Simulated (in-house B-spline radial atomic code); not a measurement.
Configurations of Br²⁺, with energies counted from [Ar] 3d10 4s2 4p3. Computed with a B-spline radial code for spherical atoms: scalar-relativistic (X2C) CAM-B3LYP, spin-polarised, spherical fractional occupations, Fermi nucleus of rms radius 4.1629 fm. Caution: exact exchange at fractional occupations of open shells leaves self-interaction of up to several eV. Shells without spins written out take the highest spin.

Occupations are held fixed; configurations that lie above the ionisation limit could autoionise.

```
                                                       configuration  E - E(ref) (eV)  highest orbital  its <r> (bohr)
                                                   [Ar] 3d10 4s1 4p4           15.523          4p down           1.903
                     [Ar] 3d10 4s2 4p(2 up, 0 down) 5s(0 up, 1 down)           20.331          5s down           3.811
                                                [Ar] 3d9 4s2 4p3 4f1           101.53            4f up           5.809
                                                [Ar] 3d9 4s2 4p3 5f1           103.84            5f up           10.01
         [Ar] 3d(4 up, 5 down) 4s2 4p(0 up, 3 down) 5f(1 up, 0 down)           103.91            5f up           10.26
                                       [Ne] 3s2 3p5 3d10 4s2 4p3 5s1           199.33            5s up           3.629
[Ne] 3s2 3p(2 up, 3 down) 3d10 4s2 4p(1 up, 2 down) 5f(1 up, 0 down)           218.65            5f up           10.13
```

Q: Order these further configurations by energy, lowest first.
A. [Ne] 3s2 3p5 3d10 4s2 4p4
B. [Ne] 3s2 3p5 3d10 4s2 4p3 4d1
C. [Ar] 3d10 4s2 4p2 4d1
D. [Ar] 3d10 4s1 4p3 4f1
E. [Ar] 3d10 4s1 4p3 5p1

A: C (21.547 eV), E (33.36 eV), D (38.939 eV), A (183.81 eV), B (200.15 eV).

Q: How far above the reference does [Ar] 3d10 4s(1 up, 0 down) 4p(1 up, 2 down) 5s(0 up, 1 down) lie?

A: 37.965 eV; its least bound orbital is 5s down with <r> = 3.73 bohr.

Q: How far above the reference does [Ar] 3d10 4s2 4p(2 up, 1 down) lie?

A: 5.7586 eV; its least bound orbital is 4p down with <r> = 1.888 bohr.

Q: How far above the reference does [Ar] 3d10 4s2 4p2 4f1 lie?

A: 30.109 eV; its least bound orbital is 4f up with <r> = 5.876 bohr.
